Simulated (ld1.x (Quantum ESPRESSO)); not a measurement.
**Configuration tests for Tc (Z = 43) (ultrasoft)**

```json
{
 "Element": "Tc",
 "Generator": "ld1.x (Quantum ESPRESSO) 7.5",
 "Type": "ultrasoft",
 "Functional": "LDA (PZ)",
 "Relativity": "scalar-relativistic",
 "Frozen core": "[Kr]",
 "Valence charge": "7",
 "Reference configuration": "4d5 5s1 5p0 (charge +1)",
 "Partial waves": "5s (bound): rcut 2.35, rcutus 3.10 bohr; 5s channel at 1.4 Ry: rcut 2.35, rcutus 3.10 bohr; 5p (bound, empty): rcut 2.55, rcutus 2.90 bohr; 5p channel at 0.75 Ry: rcut 2.55, rcutus 2.90 bohr; 4d (bound): rcut 2.15, rcutus 2.40 bohr; 4d channel at 1.1 Ry: rcut 2.15, rcutus 2.40 bohr",
 "Local potential": "all-electron potential smoothed inside 2.35 bohr (lloc = -1)",
 "Core correction": "a·sin(br)/r model core, default radius (core density twice the valence density)",
 "Augmentation charge": "PSQ, radius 1.90 bohr"
}
```

Energies are relative to the spin-unpolarised reference configuration 4d5 5s1 5p0; without spin polarisation the order of configurations can differ from experiment. Spin-polarised rows fill each open shell by Hund’s rule, majority spin first. Not all tests gave a result: test run stopped at test 9 of 9 (negative rho).

```tsv
valence configuration	charge	ΔE all-electron (eV)	error AE − PS (meV)
4d5 5s0 5p0	+2	15.203	-6.4
4d4 5s0 5p0	+3	44.130	-144
4d5 5s1 5p1	0	-4.592	+1.0
4d5 5s0 5p2	0	-0.537	0.0
4d4 5s2 5p0	+1	3.369	-33
4d3 5s0 5p0	+4	86.362	-851
4d5 5s1 5p0 (spin-polarised)	+1	-4.600	+157
```

Q: What are ΔE and the potential's error for 4d5 5s2 5p0?

A: ΔE = -8.432 eV all-electron; the error (AE − PS) is +0.9 meV.

Levels in the configuration 4d5 5s0 5p0:

```tsv
level	all-electron (eV)	pseudo (eV)
4d	-22.737	-22.756
```
